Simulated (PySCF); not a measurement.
# Functional dependence of a UV spectrum

C6H5F.
InChI=1S/C6H5F/c7-5-6-3-1-2-4-6/h1-5H

Linear-response calculations in the def2-SVPD basis (PySCF; singlets by full response, triplets Tamm–Dancoff, core orbitals frozen in the response; HF means time-dependent Hartree–Fock). 'Strongest' is the level of largest summed f among the singlets computed (10 roots, of which the last may lack a degenerate partner); it can jump between rows when another state enters that window. S1 is the lowest singlet of each run and needn't be the same state throughout; f(S1) is that of one state. Geometry: PBE0-D3(BJ)/def2-SVP; no solvent, vibrations or thermal averaging.

| functional | kind | S1 (eV) | f(S1) | strongest (eV) | T1 (eV) | HOMO (eV) | gap (eV) | ionisation energy, ΔSCF (eV) |
| --- | --- | --- | --- | --- | --- | --- | --- | --- |
| LDA | LDA | 3.05 | 0.007 | 4.97 | 2.31 | -5.66 | 2.58 | 8.71 |
| PBE | GGA | 3.07 | 0.007 | 4.97 | 2.21 | -5.45 | 2.62 | 8.42 |
| B3LYP | global hybrid, 20% exact exchange | 3.33 | 0.010 | 5.16 | 2.30 | -6.27 | 4.10 | 8.43 |
| PBE0 | global hybrid, 25% exact exchange | 3.43 | 0.011 | 5.24 | 2.29 | -6.49 | 4.50 | 8.41 |
| BHandHLYP | global hybrid, 50% exact exchange | 3.71 | 0.015 | 5.42 | 2.35 | -7.35 | 6.36 | 8.24 |
| wB97X-D | range-separated hybrid | 3.61 | 0.014 | 5.29 | 2.45 | -8.31 | 8.05 | 8.44 |
| LC-wPBE | range-separated hybrid | 3.93 | 0.018 | 5.41 | 2.43 | -9.14 | 9.26 | 8.56 |
| HF | Hartree–Fock | 4.16 | 0.027 | 5.73 | 2.14 | -8.57 | 10.18 | not settled |

Q: What does CAM-B3LYP (range-separated hybrid) give?

A: S1 (eV) 3.62, f(S1) 0.014, strongest (eV) 5.29, T1 (eV) 2.40, HOMO (eV) -7.77, gap (eV) 6.86, ionisation energy, ΔSCF (eV) 8.48. S1 runs from 3.05 eV (LDA) to 4.16 eV (HF), a spread of 1.12 eV, while the orbital gap spreads over 7.6 eV. Along PBE (0%), B3LYP (20%), PBE0 (25%), BHandHLYP (50%), HF (100%) S1 rises with the share of exact exchange. −ε(HOMO) comes closest to its own ΔSCF ionisation energy with wB97X-D (-0.13 eV) and misses most with LDA (-3.06 eV). 'Not settled' means that the ion's SCF failed to converge or may have ended in another state than the lowest.
